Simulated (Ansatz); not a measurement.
Relaxation of AlF₃H₂O (7 atoms, charge 0, multiplicity 1), to a largest force component of 0.03 eV/Å in at most 50 steps.

Method: RKS PBE0-D4/def2-SVP (Ansatz 0.2.0).

```xyz
7
Properties=species:S:1:pos:R:3
Al -0.064 -0.230 0.029
O -0.069 -0.244 1.774
H -0.886 -0.458 2.233
F 1.379 -0.248 -0.762
F -1.482 -0.367 -0.805
F 0.135 2.466 1.007
H 0.227 1.939 1.764
```

Where does it end, and by what steps?

It converged. After 18 steps the energy has fallen by 1.607 eV; H7 moved furthest, 1.20 Å. Parted: F6–H7 (0.93 → 2.53 Å). Joined: Al1–F6 (2.88 → 1.67 Å), O2–H7 (2.20 → 0.97 Å).

```tsv
step	energy less start (eV)	largest force component (eV/Å)	accepted
0	0.0000	1.195	yes
1	-0.2004	0.617	yes
2	-0.4247	0.498	yes
3	-0.5968	0.551	yes
4	-0.6330	0.874	yes
5	-0.6914	0.404	yes
6	-0.7032	1.690	yes
7	-0.2179	7.971	no
8	-0.8482	1.021	yes
9	-1.0061	1.326	yes
10	-1.1300	3.722	yes
11	-1.3806	1.974	yes
12	-1.4953	1.664	yes
13	-1.5693	0.662	yes
14	-1.5994	0.316	yes
15	-1.5347	1.503	no
16	-1.6017	0.278	yes
17	-1.6062	0.032	yes
18	-1.6066	0.003	yes
```

```xyz
7
Properties=species:S:1:pos:R:3
Al 0.065 0.495 -0.063
O -0.048 0.098 1.840
H -0.878 -0.361 2.036
F 1.426 -0.260 -0.631
F -1.411 -0.184 -0.437
F 0.125 2.148 0.146
H -0.040 0.922 2.349
```

Time of the run: 15 s on 2 threads of AMD EPYC 9R45 96-Core Processor (Zen 5), with other jobs on the host, peak memory 0.18 GiB.
